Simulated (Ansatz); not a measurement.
Isolated molecules relaxed with PBE0-D4/def2-TZVP in Ansatz; ΔE leaves out vibrations. CBS: MP2 limit from def2 TZ/QZ plus the TZ coupled-cluster correction, frozen cores. DFT in def2-TZVPP. HSE06 is defined as in plane-wave codes. For Ge outer-core shells are correlated without core-valence functions, which leaves a few kJ/mol of doubt a bond. Scalar relativity is left out up to krypton. Each species was taken in one conformer, which may not be the lowest.

Consider the cleavage of the Si–Ge bond: `Cl[Si](Cl)(Cl)[GeH2][Si](Cl)(Cl)Cl` + `CC(C)N` → `CC(C)N[Si](Cl)(Cl)Cl` + `Cl[Si](Cl)(Cl)[GeH3]`.

`Cl[Si](Cl)(Cl)[GeH2][Si](Cl)(Cl)Cl`:

Cartesian coordinates in Å:
```
Cl 3.223 -1.853 -0.052
Si 1.206 -1.549 -0.107
Cl 0.491 -2.266 -1.875
Cl 0.352 -2.601 1.415
Ge 0.719 0.763 0.107
Si -1.630 1.100 0.044
Cl -2.064 3.084 0.236
Cl -2.395 0.438 -1.725
Cl -2.535 0.088 1.564
H 1.264 1.271 1.449
H 1.368 1.524 -1.057
```

`CC(C)N`:

Cartesian coordinates in Å:
```
C 0.858 1.074 -0.200
C 0.221 -0.280 0.056
C -0.996 -0.158 0.955
N -0.191 -0.855 -1.219
H 1.736 0.981 -0.846
H 0.144 1.737 -0.694
H 1.180 1.538 0.735
H 0.963 -0.909 0.576
H -0.726 0.272 1.922
H -1.450 -1.135 1.139
H -1.748 0.481 0.484
H 0.607 -0.973 -1.831
H -0.597 -1.773 -1.080
```

`CC(C)N[Si](Cl)(Cl)Cl`:

```xyz
16

C     1.312   -1.233   -0.208
C     0.375   -0.054   -0.412
C     1.124    1.219   -0.769
N    -0.464    0.153    0.763
Si   -2.131   -0.004    0.806
Cl   -3.057    1.252   -0.510
Cl   -2.755   -1.878    0.287
Cl   -2.747    0.413    2.697
H     1.916   -1.411   -1.101
H     1.995   -1.037    0.624
H     0.749   -2.139    0.019
H    -0.301   -0.294   -1.241
H     1.799    1.505    0.044
H     0.428    2.042   -0.938
H     1.726    1.079   -1.670
H     0.030    0.387    1.610
```

`Cl[Si](Cl)(Cl)[GeH3]`:

Z-matrix (Å, degrees):
```
Si
Cl 1 2.043
Cl 1 2.043 2 108.2
Cl 1 2.043 2 108.2 3 116.9
Ge 1 2.371 2 110.7 3 -121.5
H 5 1.534 1 108.8 2 -180.0
H 5 1.534 1 108.8 2 -60.0
H 5 1.534 1 108.7 2 60.0
```

(1) Is it downhill or uphill in electronic energy at CCSD(T)/CBS, and by how much? (An estimate is asked.)

(2) What do these levels give: PBE0-D4, BLYP, r2SCANh, HSE06, MP2/def2-TZVPP, CCSD(T)/def2-TZVPP? (An estimate is asked.)

Largest T1 diagnostic among the species: 0.011.

## Answers

(1) The calculation gave: Downhill: ΔE = -53.4 kJ/mol.

(2) Ansatz gave: PBE0-D4 -44.5, BLYP -49.1, r2SCANh -54.7, HSE06 -47.1, MP2/def2-TZVPP -56.8, CCSD(T)/def2-TZVPP -56.1 kJ/mol.

At CCSD(T), def2-SVP lies −7.2 kJ/mol from the extrapolated value and def2-TZVPP −2.8 kJ/mol. From PBE to PBE0 (25 % exact exchange), in def2-TZVPP and without D4, ΔE moves by −7.7 kJ/mol. Leaving LDA and LC-ωPBE aside and taking each functional with its dispersion term where it has one, the values, not all of them listed here, spread over 23.4 kJ/mol, from CAM-B3LYP-D4 to PBE-D4. LDA lies −10.1 kJ/mol from PBE without D4.
